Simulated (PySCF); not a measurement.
Ranking problems on computed properties.

Species are written as SMILES; each is one conformer at its optimised geometry, gas phase, non-relativistic unless stated. Electronic properties by PySCF.

The conformers computed, where there is a choice (atom-mapped SMILES and torsion angles):
- `[F:1][CH:2]([F:3])[C@@H:4]1[O:5][C@H:6]1/[CH:7]=[CH:8]\[CH2:9][Cl:10]`: F1–C2–C4–O5 -92°, O5–C6–C7–C8 178°, C7–C8–C9–Cl10 84°
- `[N:1]#[C:2][Si@H:3]([Br:4])[GeH2:5][GeH3:6]`: C2–Si3–Ge5–Ge6 55°
- `[CH3:1][CH2:2][SiH:3]([NH2:4])[NH2:5]`: C1–C2–Si3–N4 -57°, H–N4–Si3–C2 91°, H–N4–Si3–C2 -60°, H–N5–Si3–C2 -36°, H–N5–Si3–C2 180°
- `[NH2:1][BH:2][CH2:3][SiH3:4]`: N1–B2–C3–Si4 -102°, H–N1–B2–C3 178°, H–N1–B2–C3 -2°
- `[F:1][C@@H:2]1[CH2:3][C@:4]1([F:5])[O:6][C:7]([F:8])([F:9])[F:10]`: C3–C4–O6–C7 -151°, C4–O6–C7–F8 -85°
- `[CH2:1]=[CH:2][CH2:3][CH2:4][C:5]([CH3:6])=[O:7]`: C1–C2–C3–C4 -118°, C2–C3–C4–C5 -179°, C3–C4–C5–C6 -177°
- `[CH3:1][SiH:2]([CH3:3])[c:4]1[cH:5][cH:6][c:7]([SiH:8]([CH3:9])[CH3:10])[cH:11][cH:12]1`: C1–Si2–C4–C5 56°, C6–C7–Si8–C9 -65°
- `[GeH3:1][O:2][SiH2:3][SeH:4]`: Ge1–O2–Si3–Se4 -33°, H–Se4–Si3–O2 -68°
- `[OH:1][c:2]1[cH:3][n:4][s:5][cH:6]1`: H–O1–C2–C3 179°

The conformers of `CC1=CCCCO1` aren't listed.

Question: Rank by HOMO energy, highest first (CAM-B3LYP/def2-SVPD at PBE0-D3(BJ)/def2-SVP geometries).
A. `C[Si](C)(C)C#N`
B. `NBC[SiH3]`
C. `CC[SiH](N)N`
D. `N#C[Si@H](Br)[GeH2][GeH3]`
E. `FC(F)[C@@H]1O[C@H]1/C=C\CCl`
F. `C1(OCCCC=1)C`

Answer: F (-7.43 eV), C (-8.42 eV), E (-9.20 eV), D (-9.44 eV), B (-9.59 eV), A (-10.43 eV).

Q: By how much do the two ends of that ranking differ?

A: By 3.00 eV, between `CC1=CCCCO1` and `C[Si](C)(C)C#N`.

Question: Rank by smallest rotational constant, lowest first (PBE0-D3(BJ)/def2-SVP).
A. `c1cc(ccc1[SiH](C)C)[SiH](C)C`
B. `C=CCCC(C)=O`
C. `[C@H]1(C[C@@]1(OC(F)(F)F)F)F`
D. `FC(F)[C@@H]1O[C@H]1/C=C\CCl`
E. `C[Si](C)(C)C#N`

Answer: A (0.265 GHz), D (0.471 GHz), C (0.918 GHz), B (1.041 GHz), E (1.975 GHz).

Question: Rank by dipole moment, lowest first (CAM-B3LYP/def2-SVPD at PBE0-D3(BJ)/def2-SVP geometries).
A. `FC(F)[C@@H]1O[C@H]1/C=C\CCl`
B. `NBC[SiH3]`
C. `[GeH3][O][SiH2][SeH]`
D. `CC[SiH](N)N`
E. `N#C[Si@H](Br)[GeH2][GeH3]`

Answer: D (0.39 D), C (1.17 D), B (1.90 D), A (2.15 D), E (3.47 D).

Question: Rank by HOMO–LUMO gap, highest first (CAM-B3LYP/def2-SVPD at PBE0-D3(BJ)/def2-SVP geometries).
A. `NBC[SiH3]`
B. `CC(=O)CCC=C`
C. `C[SiH](C)C1=CC=C([SiH](C)C)C=C1`
D. `CC1=CCCCO1`
E. `FC(F)[C@@H]1O[C@H]1/C=C\CCl`
F. `N#C[Si@H](Br)[GeH2][GeH3]`

Answer: A (10.59 eV), B (9.31 eV), E (9.02 eV), F (8.90 eV), D (8.76 eV), C (8.58 eV).

Question: Rank by static isotropic polarisability, lowest first (CAM-B3LYP/def2-SVPD at PBE0-D3(BJ)/def2-SVP geometries).
A. `[C@@H]1([C@@H](O1)/C=C\CCl)C(F)F`
B. `F[C@@H]1C[C@]1(F)OC(F)(F)F`
C. `Oc1cnsc1`
D. `C[SiH](C)c1ccc([SiH](C)C)cc1`
E. `CC[SiH](N)N`
F. `NBC[SiH3]`

Answer: B (54.0 au), C (61.8 au), F (64.9 au), E (68.5 au), A (90.5 au), D (173.1 au).

Question: Rank by vertical ionisation energy, highest first (ΔSCF CAM-B3LYP/def2-SVPD at PBE0-D3(BJ)/def2-SVP geometries).
A. `F[C@@H]1C[C@]1(F)OC(F)(F)F`
B. `NBC[SiH3]`
C. `[GeH3][O][SiH2][SeH]`
D. `N#C[Si@H](Br)[GeH2][GeH3]`
E. `Oc1cnsc1`

Answer: A (11.20 eV), B (10.41 eV), D (10.09 eV), C (9.40 eV), E (9.05 eV).
